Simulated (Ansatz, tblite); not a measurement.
Cost and result up the ladder for Zn8H22S8 (38 atoms). The state is a singlet with charge 0. Geometry: PBE-D4/def2-SVP.

```xyz
38

Zn   -0.586   -4.661   -0.588
S    -2.098   -2.547   -2.810
S     0.963   -2.337   -1.458
Zn    1.491   -0.143   -2.349
Zn   -2.706   -0.615   -1.277
S    -0.806    0.804   -1.835
S     2.594    1.175   -0.637
Zn    3.117    3.332    1.294
Zn   -1.119    2.800   -0.474
S     0.956    4.032   -1.265
Zn    0.473   -2.591    0.850
S    -1.671   -1.290    0.843
S     2.180   -1.481    2.017
Zn    2.059    0.834    1.652
Zn   -2.106    0.403    2.459
S    -0.305    1.653    1.534
H     0.389   -5.814   -0.998
H    -2.007   -3.923   -0.677
H    -2.459   -1.808   -3.920
H    -3.342   -3.100   -2.738
H     2.207   -2.891   -1.453
H     1.901    0.017   -3.854
H    -4.211   -0.207   -1.351
H    -1.221    1.281   -3.040
H     3.817    0.578   -0.639
H     4.673    3.447    1.176
H     1.648    3.967    1.177
H    -2.403    3.689   -0.443
H     0.369    4.277   -2.491
H     0.521    5.231   -0.784
H    -0.016   -4.087    1.198
H    -2.495   -2.332    1.141
H     1.788   -1.603    3.317
H    -0.257   -0.782    3.709
H     2.777    1.919    2.605
H    -3.198    0.662    3.520
H    -0.779   -0.633    4.261
H    -0.141    2.747    2.328
```

Ansatz on 2 threads of AMD EPYC 7R13 on a shared host and a share (18 GiB) of an NVIDIA H100 80GB HBM3; xTB runs through tblite on one thread. Times are rough, summed over both states, and most runs start from the orbitals of an earlier one. PBE0-D4/def2-SVP serves as the yardstick here, not as an exact answer. The other state is a doublet.

The xTB rows come from tblite. Single mean-field runs in def2-SVP are fitted with def2-universal-jkfit. In the singlet geometry the species has come apart into loosely held pieces. In the singlet, H34 and H37 lie 0.77 Å apart (atoms count from 1), so H2 has formed as a molecule. In the doublet geometry the species has come apart into loosely held pieces.

Run but left out: PBE-D4/def2-SVP (charge +1 doublet: an occupied level 0.03 eV above an empty one).

Raw xTB energies of ions are shifted by several eV.

```csv
level,functions,wall time,vertical IE (eV),difference from PBE0-D4/def2-SVP (eV)
GFN2-xTB,126,0.25 s,12.31,4.21
GFN1-xTB,148,0.31 s,11.67,3.57
PBE0-D4/def2-SVP,502,23 s,8.11,0.00
r2SCANh-D4/def2-SVP,502,32 s,7.87,-0.24
```
